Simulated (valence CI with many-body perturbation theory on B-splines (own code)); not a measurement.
## Nb XI: fill in the table

Computed by valence CI with perturbative core correlation (CI+MBPT): three valence electrons over a frozen Dirac-Fock core [Ar] 3d10, a basis of 11 s, 11 p, 9 d, 7 f, 5 g, 2 h, 1 i functions for each j, with the one-electron correlation potential Σ1, the two-electron term Σ2, the three-electron term Σ3, Breit, model QED; selected CI, second order for the rest, scaled by the run's own slope (own B-spline code, finite nucleus).

No measured levels were compared; by estimate levels hold to about 250 cm⁻¹ or 0.2 % of their energy and the worst to 1 %, as in measured heavy ions of charge 2 to 7; those with d or f electrons hold less well.

| Level | E (eV) |
| --- | --- |
| 4s²4p ²P°_1/2 | 0.000 |
| 4s²4p ²P°_3/2 | 2.966 |
| 4s4p² ⁴P_1/2 | ? |
| 4s4p² ⁴P_3/2 | ? |
| 4s4p² ⁴P_5/2 | 25.340 |
| 4s4p² ²D_3/2 | 29.871 |
| 4s4p² ²D_5/2 | ? |
| 4s4p² ²S_1/2 | 34.126 |
| 4s4p² ²P_1/2 | ? |
| 4s4p² ²P_3/2 | 37.888 |
| 4s²4d ²D_3/2 | 48.376 |
| 4s²4d ²D_5/2 | 48.811 |
| 4p³ ⁴S°_3/2 [a] | 56.558 |
| 4p³ ⁴S°_3/2 [b] | 57.925 |
| 4p³ ²D°_5/2 | 58.182 |
| 4p³ ²P°_1/2 | ? |
| 4p³ ²P°_3/2 | 63.748 |
| 4s4p4d ⁴F°_3/2 | ? |
| 4s4p4d ⁴F°_5/2 | 67.188 |
| 4s4p4d ⁴F°_7/2 | 68.150 |

Names give the largest LS component (configuration and term), which can be under half, so a name can repeat, a term be missing and a line seem to break the LS rules; names also repeat where a configuration has a term twice. Letters in brackets count levels of one name in rising energy.

(1) The levels stand in rising order. What does the calculation give for the missing energies?

## Answers

(1) 4s4p² ⁴P_1/2 22.579; 4s4p² ⁴P_3/2 23.975; 4s4p² ²D_5/2 30.509; 4s4p² ²P_1/2 37.122; 4p³ ²P°_1/2 62.468; 4s4p4d ⁴F°_3/2 66.567.
